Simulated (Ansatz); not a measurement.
Reaction (silylene formation by 1,1-elimination): `C[SiH](F)[SiH3]` → `F[SiH3]` + `C[SiH]`

Calculated with Ansatz (gas phase, PBE0-D4/def2-TZVP geometries, no zero-point term in ΔE). CBS: MP2 limit from def2 TZ/QZ plus the TZ coupled-cluster correction, frozen cores. This one scheme is used for every species. DFT in def2-TZVPP.

`C[SiH](F)[SiH3]`:

Cartesian coordinates in Å:
```
C 0.333 0.061 1.701
Si 0.764 0.338 -0.087
F 2.079 -0.523 -0.440
Si -0.960 -0.316 -1.537
H 0.092 -0.986 1.894
H -0.535 0.667 1.975
H 1.166 0.349 2.347
H 1.114 1.768 -0.314
H -1.301 -1.751 -1.335
H -0.579 -0.107 -2.959
H -2.173 0.499 -1.245
```

`F[SiH3]`:

Z-matrix (Å, degrees):
```
Si
F 1 1.600
H 1 1.482 2 108.3
H 1 1.482 2 108.3 3 -120.0
H 1 1.482 2 108.3 3 120.0
```

`C[SiH]`:

Z-matrix (Å, degrees):
```
C
Si 1 1.892
H 1 1.098 2 109.5
H 1 1.098 2 109.7 3 -115.3
H 1 1.091 2 113.8 3 122.2
H 2 1.531 1 94.2 3 58.0
```

| level | ΔE (eV) |
| --- | --- |
| CAM-B3LYP-D4 | 2.49 |
| PBE | 2.52 |

What does CCSD(T)/CBS give? (Best estimate.)

Ansatz gave: +2.45 eV. The listed levels differ from it by 0.04, 0.07 eV.

What do rigid-rotor, harmonic-oscillator terms from PBE0-D4/def2-TZVP frequencies (298.15 K, 1 bar) make of the CCSD(T)/CBS value? (An estimate is asked.)

The calculation gave: ΔZPE = -0.11 eV, ΔH = +2.36 eV, ΔS = 150 J/(mol·K), ΔG = +1.90 eV.

Largest T1 diagnostic among the species: 0.012.

In def2-TZVPP, CCSD(T) changes the Hartree–Fock value by +0.19 eV (the triples alone add +0.04 eV) and MP2 by +0.30 eV. The D4 term adds +0.14 eV with B3LYP and +0.08 eV with PBE0; it sums over pairs of atoms, weighted by their polarisabilities, and B3LYP, whose exchange is more repulsive, gets the larger term.

B3LYP here is the variant with VWN-RPA as its local correlation; programs differ in this.
